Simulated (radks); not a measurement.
Task: All-electron atom: Pd+ in [Kr] 4d9. Method: Dirac Kohn-Sham, Slater X-alpha with alpha = 0.578, spin-unpolarised, spherical densities, finite nucleus; open shells fill j = l - 1/2 first; Fermi nuclear charge, rms radius 4.5318 fm; computed with a radial shooting solver on a logarithmic mesh with Libxc functionals. Some entries of the table are withheld. Estimate them.

orbital  occ.  eigenvalue (eV)  r(max) (bohr)
1s1/2       2        -24075.68        0.02069
2s1/2       2              (1)         0.1172
2p1/2       2        -3260.574        0.09066
2p3/2       4        -3102.284        0.09484
3s1/2       2        -638.1910         0.3432
3p1/2       2        -538.1431         0.3296
3p3/2       4        -510.6458         0.3395
3d3/2       4        -333.1086            (2)
3d5/2       6        -327.6439            (3)
4s1/2       2         -93.3729         0.8527
4p1/2       2         -62.4750         0.8945
4p3/2       4         -57.9960         0.9201
4d3/2       4         -12.5160          1.093
4d5/2       5         -12.0546          1.106

Result: 
(1) 2s1/2 eigenvalue (eV): -3515.071
(2) 3d3/2 r(max) (bohr): 0.2812
(3) 3d5/2 r(max) (bohr): 0.2841
